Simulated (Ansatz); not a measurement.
Consider the silylene formation by 1,1-elimination: `N[Si@H](F)N[Si@@H](N)Cl` → `N[SiH](N)Cl` + `N[Si]F`.

Gas-phase electronic energies from Ansatz, PBE0-D4/def2-TZVP geometries. CCSD(T)/CBS is the MP2 limit (def2-TZVPP, def2-QZVPP) plus CCSD(T) − MP2 in def2-TZVPP, frozen cores. This one scheme is used for every species. DFT in def2-TZVPP. B3LYP here is the variant with VWN-RPA as its local correlation; programs differ in this. Each species was taken in one conformer, which may not be the lowest.

```csv
level,ΔE (kcal/mol),difference from CCSD(T)/CBS
PBE0-D4,51.3,0.4
B3LYP-D4,48.6,-2.3
r2SCAN,52.0,1.1
PBE0,48.4,-2.5
B3LYP,43.5,-7.4
SCS-MP2/def2-TZVPP,51.6,0.7
CCSD/def2-TZVPP,50.2,-0.7
MP2/def2-QZVPP,54.1,3.2
SCS-MP2/def2-QZVPP,52.1,1.2
HF/CBS(def2),50.6,-0.3
CCSD(T)/CBS,50.9,0
```

Largest T1 diagnostic among the species: 0.014.

The D4 term adds +5.1 kcal/mol with B3LYP and +2.9 kcal/mol with PBE0; it sums over pairs of atoms, weighted by their polarisabilities, and B3LYP, whose exchange is more repulsive, gets the larger term. From PBE to PBE0 (25 % exact exchange), in def2-TZVPP and without D4, ΔE moves by +5.2 kcal/mol.
